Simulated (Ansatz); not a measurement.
A structure relaxed at PBE-D4/def2-SVP in Ansatz, charge 0, singlet:

Cartesian coordinates in Å:
```
Cu 0.713 0.329 -0.913
Cu -1.549 1.316 -1.165
Cu -1.263 -0.877 -0.335
Cu -0.533 1.129 0.959
Te 0.885 -2.132 -0.036
Te 1.747 0.236 1.491
```

**Question.** Give its formula and point group.

**Answer.** Cu₄Te₂. Point group Cs (tolerance 0.1 Å).

**Question.** Summarise the bond lengths by kind (pairs closer than 1.2 times the sum of covalent radii, bridged metal pairs left out).

**Answer.** 4 × Cu–Cu 2.36 to 2.50 Å; 4 × Cu–Te 2.51 to 2.62 Å; 1 × Te–Te 2.95 Å.

In the def2 sets Te takes a core potential; there is no spin–orbit coupling. Another isomer (singlet) lies 0.91 eV lower at PBE0-D4/def2-TZVP; other spin states weren't run for this one.
